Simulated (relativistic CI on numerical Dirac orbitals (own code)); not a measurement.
Method of calculation: Dirac-Coulomb-Breit CI, separate exchange-only KLI orbitals for each configuration, a model potential for QED, unscaled Slater integrals (own radial code, finite nucleus).

Configuration list (outside the closed core 1s2): 2s, 2p, 3s, 3p, 3d, 4s, 4p, 4d, 4f, 5s, 5p, 5d, 5f, 5g, 6s, 6p, 6d. Levels of other configurations are missing.

At this charge energies of transitions that change n are usually good to better than 1 %, and those within a shell (Δn = 0) to a few per cent.

Outline of the computed level scheme of Ga XXIX. Lowest level of each configuration: 2s ²S1/2 at 0.00 eV; 2p ²P°1/2 at 59.79 eV; 3s ²S1/2 at 1674.96 eV; 3p ²P°1/2 at 1691.56 eV; 3d ²D3/2 at 1707.79 eV; 4s ²S1/2 at 2252.75 eV; 4p ²P°1/2 at 2259.59 eV; 4d ²D3/2 at 2266.38 eV; 4f ²F°5/2 at 2267.86 eV.

Some strong electric-dipole decays among the lowest 15 levels: 3d ²D5/2 → 2p ²P°3/2 (4.6e+13 s⁻¹); 3d ²D3/2 → 2p ²P°1/2 (3.9e+13 s⁻¹); 3p ²P°1/2 → 2s ²S1/2 (1.6e+13 s⁻¹); 3p ²P°3/2 → 2s ²S1/2 (1.5e+13 s⁻¹); 4d ²D5/2 → 2p ²P°3/2 (1.5e+13 s⁻¹); 4d ²D3/2 → 2p ²P°1/2 (1.3e+13 s⁻¹); 4f ²F°7/2 → 3d ²D5/2 (9.8e+12 s⁻¹); 4f ²F°5/2 → 3d ²D3/2 (9.2e+12 s⁻¹).
